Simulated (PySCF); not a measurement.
CH4MgOSe. Atoms are numbered in the order given.

```xyz
8

Mg     0.1723    -0.4120    -0.4646
O      0.6284    -1.5588    -1.7328
C      0.9840    -2.4522    -2.7243
H      0.6473    -2.1166    -3.7264
H      2.0828    -2.5908    -2.7840
H      0.5426    -3.4558    -2.5566
Se    -0.4357     1.1781     1.2671
H     -1.4576     0.2342     1.7696
```
Charge 0, spin multiplicity 1.

The structure is a stationary point at B3LYP-D3(BJ)/def2-SVP. The structure was generated by enumeration; whether it is a known compound was not checked. One conformer was computed; it need not be the lowest.

Calculation: PySCF with PBE/def2-TZVP.

Isolated molecule, no solvent.

Computed frontier levels, gap, dipole moment and polarisability:
highest occupied level: -5.69 eV
lowest empty level: -2.08 eV
orbital gap: 3.61 eV
dipole moment: 0.87 D
quadrupole, principal values (traceless, Buckingham form, about the centre of nuclear charge): -9.40, 1.25, 8.15 D·Å
mean static polarisability: 73.4 bohr³ (10.88 Å³)
polarisability, principal values: 60.0, 62.9, 97.5 bohr³
